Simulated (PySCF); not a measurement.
**SnH₄: one-bond stretch**

All numbers come from PySCF, r2SCAN, basis Sn def2-TZVP with ECP28, H def2-TZVP (scalar-relativistic core potentials, no spin–orbit coupling, density fitting).

Rigid scan from the singlet minimum (Sn–H 1.702 Å (×4); H–Sn–H 109.5° (×6)). Coordinate: the bond from Sn to the last atom (H) scaled, the rest fixed. Energies in kJ/mol from the minimum.

```
scale of one bond  E (kJ/mol)  dipole size (D)
             0.92        15.2             0.24
             0.96         3.4             0.12
             1.00         0.0             0.00
             1.05         4.4             0.16
             1.12        21.5             0.38
             1.20        50.7             0.64
             1.35       116.4             1.13
             1.55       203.5                –
             1.80       293.3                –
             2.20       387.6                –
```

At long bonds a restricted determinant can lie too high, and another spin state can fall below this curve.

The scan took 17 s on 2 threads of a shared Arm Neoverse V1 host; the process peaked at 0.98 GiB. Launch command: `OMP_NUM_THREADS=2 python axn.py task.json out`.
